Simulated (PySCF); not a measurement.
This PySCF input asks for the NMR shieldings of SMILES C=Cp1cccc1C(C)C, C₉H₁₃P; the geometry comes from GFN2-xTB.

```python
import basis_set_exchange as bse
import numpy as np
from pyscf import gto, dft
from pyscf.prop import nmr

atoms = """
C     3.263299   -1.026644   -0.573498
C     2.173958   -0.357166   -0.909581
P     1.420152    0.899026    0.186172
C     1.129630    2.185148   -1.052505
C    -0.165157    2.235316   -1.407932
C    -0.983289    1.205491   -0.819941
C    -0.316775    0.364551   -0.006183
C    -0.849803   -0.788461    0.788643
C    -2.114539   -1.384361    0.174900
C    -1.108183   -0.327134    2.226654
H     3.703272   -1.764346   -1.226620
H     3.762253   -0.862581    0.367823
H     1.673288   -0.517349   -1.857243
H     1.895947    2.870754   -1.372250
H    -0.581818    2.964770   -2.086415
H    -2.033943    1.132111   -1.052464
H    -0.073062   -1.564708    0.816489
H    -2.936935   -0.674854    0.228205
H    -1.946342   -1.646794   -0.867387
H    -2.404971   -2.283104    0.714655
H    -0.193569    0.072887    2.660732
H    -1.451584   -1.158768    2.838355
H    -1.866581    0.453202    2.239467
"""
names = dict.fromkeys(["C", "P", "H"], "pcSseg-1")
basis = {el: gto.basis.parse(bse.get_basis(n, elements=[el], fmt="nwchem")) for el, n in names.items()}
mol = gto.M(atom=atoms, basis=basis, charge=0, verbose=0)
mf = dft.RKS(mol, xc="PBE0")
mf.grids.level = 2
mf.grids.alignment = dft.numint.BLKSIZE   # the property module wants whole blocks of grid points
mf.conv_tol = 1e-9
mf.kernel()

calc = nmr.RKS(mf)   # GIAO
C = mf.mo_coeff
Co = C[:, mf.mo_occ > 0]
resp = mf.gen_response(singlet=True, hermi=2)
def vind(x):   # induced exchange potential for any number of trial vectors
    d = np.einsum("pi,xij,qj->xpq", C, 2 * x.reshape(-1, C.shape[1], Co.shape[1]), Co, optimize=True)
    return np.einsum("xpq,pi,qj->xij", resp(d - d.transpose(0, 2, 1)), C, Co, optimize=True).ravel()
mo1, _ = nmr.rhf.solve_mo1(calc, with_cphf=vind)
sigma = calc.kernel(mo1)
for i, s in enumerate(sigma):   # ppm
    w = np.linalg.eigvalsh((s + s.T) / 2)
    print("%2d %-2s iso %8.1f  s11 %8.1f  s22 %8.1f  s33 %8.1f" % (i, mol.atom_pure_symbol(i), w.mean(), *w))
```

Question: Give the expected output.

Answer: 
```
 0 C  iso     44.4  s11    -84.9  s22     61.1  s33    157.0
 1 C  iso     40.9  s11    -72.0  s22     48.6  s33    146.2
 2 P  iso    333.8  s11    291.7  s22    327.1  s33    382.5
 3 C  iso     42.8  s11    -65.5  s22     41.8  s33    152.2
 4 C  iso     39.4  s11    -62.0  s22     40.0  s33    140.2
 5 C  iso     51.5  s11    -41.8  s22     49.7  s33    146.6
 6 C  iso      8.4  s11    -79.8  s22    -32.6  s33    137.6
 7 C  iso    153.6  s11    142.1  s22    157.9  s33    160.9
 8 C  iso    164.0  s11    149.0  s22    156.9  s33    186.1
 9 C  iso    155.4  s11    137.1  s22    145.6  s33    183.6
10 H  iso     25.3  s11     21.2  s22     24.9  s33     29.9
11 H  iso     25.3  s11     20.4  s22     25.1  s33     30.4
12 H  iso     26.1  s11     21.9  s22     24.3  s33     32.2
13 H  iso     25.0  s11     22.6  s22     25.4  s33     26.9
14 H  iso     24.5  s11     22.3  s22     23.9  s33     27.2
15 H  iso     24.8  s11     22.1  s22     23.1  s33     29.3
16 H  iso     29.1  s11     24.6  s22     29.2  s33     33.5
17 H  iso     30.4  s11     26.8  s22     28.8  s33     35.6
18 H  iso     30.4  s11     26.2  s22     28.5  s33     36.6
19 H  iso     30.4  s11     25.9  s22     28.1  s33     37.2
20 H  iso     30.2  s11     24.9  s22     30.2  s33     35.4
21 H  iso     30.4  s11     26.2  s22     27.4  s33     37.5
22 H  iso     30.9  s11     27.7  s22     29.4  s33     35.7
```

These numbers come from an equivalent density-fitted implementation of the same equations, which agrees with the script to about 0.01 ppm for H and up to a few tenths of a ppm for heavy atoms, so last digits may differ.

Size and cost of the density-fitted run: 242 basis functions, 60 s wall time on 1 thread of an Intel Xeon Platinum 8488C, shared host; peak memory 1.2 GiB.
